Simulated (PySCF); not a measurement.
# Radial density of Tm³⁺ (thulium, charge +3)

UHF, [Xe] 4f12, one real determinant. Computed with PySCF 2.14 in cc-pVDZ-X2C (8s7p5d3f1g, 84 functions), with the spin-free X2C one-electron Hamiltonian (Gaussian nucleus).

```
r (bohr)  4πr²ρ (e/bohr)  4πr²(ρα − ρβ)
  0.0180           89.45         0.0013
  0.0302           83.90         0.0033
  0.0508           118.6         0.0052
  0.0854           107.3         0.0131
   0.144           104.9         0.1719
   0.242           79.35         1.0687
   0.407           59.32         2.7724
   0.684           38.12         2.3195
    1.15           13.22         0.6940
    1.93           3.069         0.0305
    3.25         0.07138        -0.0020
    5.47       5.580e-05         0.0000
```

Densities and radii are taken from the X2C orbitals without a picture-change correction, which distorts them close to the nucleus.

⟨L²⟩ = 24.02 against 30 for a pure H term, so this real determinant mixes terms. Spin-orbit coupling, absent here, splits the open shell strongly.
